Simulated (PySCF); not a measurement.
H₅Si₂, SMILES [SiH3][SiH2] (connectivity only; charge and spin as stated), charge +1, multiplicity 1.

Geometry: r2SCAN-D4/def2-TZVP. The spin state was assumed, not searched. The isomer is the one that the SMILES or the coordinates give; other isomers of the formula were not compared.

Computed with PBE/def2-TZVPD in PySCF.

```yaml
total_energy: -581.35086 hartree
point_group: Cs
highest_occupied_level: -13.53 eV
lowest_empty_level: -10.28 eV
orbital_gap: 3.25 eV
dipole_moment_about_the_centre_of_nuclear_charge: 1.86 D
mean_static_polarisability: 53.0 bohr³ (7.85 Å³)
polarisability_principal_values: 42.2, 47.7, 69.1 bohr³
```
